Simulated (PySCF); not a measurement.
Isomers of C8H9P, one conformer each; single-point electronic energies without zero-point terms and without any empirical dispersion term.

Level: PBE0/pcSseg-1 in PySCF, non-relativistic, each on one gas-phase PBE0-D3(BJ)/def2-SVP geometry that isn't relaxed in the solvent. The solvent is an IEF-PCM continuum (Bondi radii, 1.10 Å for H, scaled by 1.2). Specific hydrogen bonds and non-electrostatic terms are outside this model.

```tsv
isomer	relative energy, gas (kcal/mol)	dipole (D)
`C=CC1=PC=C(C)C=C1`	0.0	2.04
`C#CCP1C(C)=C1C=C`	77.8	2.28
```

Q: How do the relative energies look in chloroform (ε = 4.711)?

A: 
| isomer | relative energy, solvent (kcal/mol) | E(solvent) − E(gas) (kcal/mol) | dipole in solvent (D) |
| --- | --- | --- | --- |
| `C=CC1=PC=C(C)C=C1` | 0.0 | -2.9 | 2.67 |
| `C#CCP1C(C)=C1C=C` | 76.7 | -4.0 | 2.91 |

The order is unchanged. Conformers: `[CH2:1]=[CH:2][c:3]1[cH:4][cH:5][c:6]([CH3:7])[cH:8][p:9]1` with C1–C2–C3–C4 3°; `[CH:1]#[C:2][CH2:3][P:4]1[C:5]([CH3:6])=[C:7]1[CH:8]=[CH2:9]` with C2–C3–P4–C5 135°, C5–C7–C8–C9 -171°. `C#CCP1C(C)=C1C=C` gains most from the continuum, and it has the largest gas-phase dipole. The gains span 1.1 kcal/mol, the gas-phase energies 77.8 kcal/mol.
